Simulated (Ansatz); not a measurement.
```xyz
8

O    -0.1426    1.8673    0.4892
C     0.4791    0.6400    0.5148
S    -0.5069   -0.7694    1.5271
Al   -0.1583   -0.8163   -0.5497
O    -0.3253   -1.5497   -2.0495
H    -0.0108    2.3165    1.3314
H     1.4727    0.6666    0.9626
H    -0.8081   -2.3550   -2.2258
```

Charge 0, multiplicity 1.

(1) List the PBE/def2-TZVPP orbital energies in eV (Ansatz). (An estimate is asked.)

Answers

(1) Computed: Occupied: -2395.07, -1506.92, -510.83, -510.50, -270.74, -208.00, -154.14, -154.03, -153.97, -107.22, -69.29, -69.16, -69.07, -26.20, -24.84, -18.04, -15.12, -12.99, -12.87, -10.35, -9.84, -8.89, -8.24, -7.91, -6.43, -6.01, -5.64. Lowest empty: -2.02, -1.12, -0.46, 0.37, 0.74, 0.87, 1.84, 2.68.
